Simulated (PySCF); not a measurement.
ClH3InN, SMILES [InH]([Cl])[NH2].

Geometry: PBE0-D3(BJ)/def2-SVP. The def2 effective core potentials stand for the cores of In; spin–orbit coupling is left out. One conformer was computed; it need not be the lowest.

These are TDDFT-B3LYP/def2-SVPD (PySCF) values and carry that method's errors.

Vertical excitations. Gas-phase values at a fixed geometry.

```tsv
state	energy (eV)	λ (nm)	f	main pairs
S1	4.89	253	0.024	HOMO→LUMO+1 81 %, HOMO→LUMO 17 %
S2	5.18	240	0.049	HOMO→LUMO 75 %, HOMO→LUMO+1 18 %
S3	5.56	223	0.006	HOMO−1→LUMO 99 %
S4	5.86	212	0.048	HOMO−1→LUMO+1 88 %
S5	5.98	207	0.044	HOMO−2→LUMO 67 %, HOMO−2→LUMO+1 23 %
S6	6.12	203	0.023	HOMO→LUMO+2 80 %
S7	6.19	200	0.006	HOMO−2→LUMO+1 63 %, HOMO→LUMO+2 16 %, HOMO−2→LUMO 14 %
S8	6.55	189	0.017	HOMO−3→LUMO 82 %, HOMO−3→LUMO+1 16 %
S9	6.83	182	0.006	HOMO→LUMO+3 95 %
S10	7.13	174	0.030	HOMO−1→LUMO+2 59 %, HOMO−3→LUMO+1 25 %
T1	4.17	298	0	HOMO→LUMO 96 %
T2	4.55	272	0	HOMO→LUMO+1 95 %
T3	5.30	234	0	HOMO−1→LUMO 61 %, HOMO−1→LUMO+1 31 %
T4	5.53	224	0	HOMO−1→LUMO+1 60 %, HOMO−1→LUMO 35 %
```
Triplets are in the Tamm–Dancoff approximation, which puts them higher than full response would, so one can lie above its singlet here.
